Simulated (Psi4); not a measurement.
F2In, doublet, geometry from GFN2-xTB (such geometries of metal compounds can be far from the true shape) (the spin is typed, not shown lowest) (all electrons, no relativity); Psi4 with REVPBE/STO-3G.

Input for Psi4:
```
memory 2 GB

molecule mol {
0 2
In    0.215837    0.085784    0.066130
F    -0.771757    1.209385   -1.450562
F    -0.403356   -1.676431    1.090519
}

set {
  basis sto-3g
  reference uks
  scf_type pk
  puream true
  d_convergence 1e-8
  dft_radial_points 99
  dft_spherical_points 590
}

energy('revpbe')
print_variables()
```

Task: Predict the main parts of the log of this Psi4 run.

Result: 
```
   => Loading Basis Set <=

    Name: STO-3G
    Role: ORBITAL
    Keyword: BASIS

         ---------------------------------------------------------
                                   SCF
               by Justin Turney, Rob Parrish, Andy Simmonett
                          and Daniel G. A. Smith
                              UKS Reference
         ---------------------------------------------------------

  ==> Geometry <==

    Molecular point group: cs
    Full point group: Cs

    Geometry (in Angstrom), charge = 0, multiplicity = 2:

       Center              X                  Y                   Z               Mass
    ------------   -----------------  -----------------  -----------------  -----------------
         IN           0.023701770540    -0.222116933622     0.000000000000   114.903878776000
         F            1.848790974896     0.876621040166     0.000000000000    18.998403162730
         F           -1.992141199942     0.466760137526     0.000000000000    18.998403162730

  Running in cs symmetry.

  Rotational constants: A =      0.73067  B =      0.11894  C =      0.10229 [cm^-1]
  Rotational constants: A =  21904.81517  B =   3565.65697  C =   3066.49427 [MHz]
  Nuclear repulsion =  230.189922256468833

  Charge       = 0
  Multiplicity = 2
  Electrons    = 67
  Nalpha       = 34
  Nbeta        = 33

  ==> Algorithm <==

  SCF Algorithm Type is PK.
  DIIS enabled.
  MOM disabled.
  Fractional occupation disabled.
  Guess Type is SAD.
  Energy threshold   = 1.00e-06
  Density threshold  = 1.00e-08
  Integral threshold = 1.00e-12

  ==> Primary Basis <==

  Basis Set: STO-3G
    Blend: STO-3G
    Number of shells: 17
    Number of basis functions: 37
    Number of Cartesian functions: 39
    Spherical Harmonics?: true
    Max angular momentum: 2

  ==> DFT Potential <==

   => LibXC <=

    Version 7.1.2
    S. Lehtola, C. Steigemann, M. J. T. Oliveira, and M. A. L. Marques,  SoftwareX 7, 1–5 (2018) (10.1016/j.softx.2017.11.002)

   => Composite Functional: REVPBE <=

    revPBE GGA Exchange-Correlation Functional

    Y. Zhang and W. Yang, Phys. Rev. Lett. 80, 890, 1998

    Deriv               =              1
    GGA                 =           TRUE
    Meta                =          FALSE

    Exchange Hybrid     =          FALSE
    MP2 Hybrid          =          FALSE

   => Exchange Functionals <=

    1.0000   XC_GGA_X_PBE_R

   => Correlation Functionals <=

    1.0000     XC_GGA_C_PBE

   => LibXC Density Thresholds  <==

[...]
      Ntotal   =   67.0000163190 ; deviation = 1.632e-05

   @Spin Contamination Metric:   4.059819212E-03
   @S^2 Expected:                7.500000000E-01
   @S^2 Observed:                7.540598192E-01
   @S   Expected:                5.000000000E-01
   @S   Observed:                5.000000000E-01

    Orbital Energies [Eh]
    ---------------------

    Alpha Occupied:

[...]
      25Ap    -0.030848

    Alpha Virtual:

[...]
    Beta Occupied:

[...]
    Beta Virtual:

[...]
      27Ap     0.255210

    Final Occupation by Irrep:
             Ap   App
    DOCC [    24,    9 ]
    SOCC [     1,    0 ]
    NA   [    25,    9 ]
    NB   [    24,    9 ]

  @UKS Final Energy: -5881.19452840548638

   => Energetics <=

    Nuclear Repulsion Energy =            230.1899222564688330
    One-Electron Energy =               -8609.4489688771755027
    Two-Electron Energy =                2675.4606498577004459
    DFT Exchange-Correlation Energy =    -177.3961316424795029
    Empirical Dispersion Energy =           0.0000000000000000
    VV10 Nonlocal Energy =                  0.0000000000000000
    Total Energy =                      -5881.1945284054863805

  UHF NO Occupations:
  HONO-2 :   23 Ap 1.9996655
  HONO-1 :   24 Ap 1.9985434
  HONO-0 :   25 Ap 1.0000000
  LUNO+0 :   26 Ap 0.0014566
  LUNO+1 :   27 Ap 0.0003345
  LUNO+2 :   10App 0.0002399

Computation Completed

Properties will be evaluated at   0.000000,   0.000000,   0.000000 [a0]

Properties computed using the SCF density matrix

 Multipole Moments:

 ------------------------------------------------------------------------------------
     Multipole            Electronic (a.u.)      Nuclear  (a.u.)        Total (a.u.)
 ------------------------------------------------------------------------------------

 L = 1.  Multiply by 2.5417464519 to convert [e a0] to [Debye]
 Dipole X            :          0.2475983           -0.2433311            0.0042672
 Dipole Y            :         -2.3203253            2.2803341           -0.0399911
 Dipole Z            :          0.0000000            0.0000000            0.0000000
 Magnitude           :                                                    0.0402182

 ------------------------------------------------------------------------------------

  Variable Map:
  ----------------------------------------------------------------------------
[...]
  Array Variable Map:
  ----------------------------------------------------------------------------
[...]
[...]
```
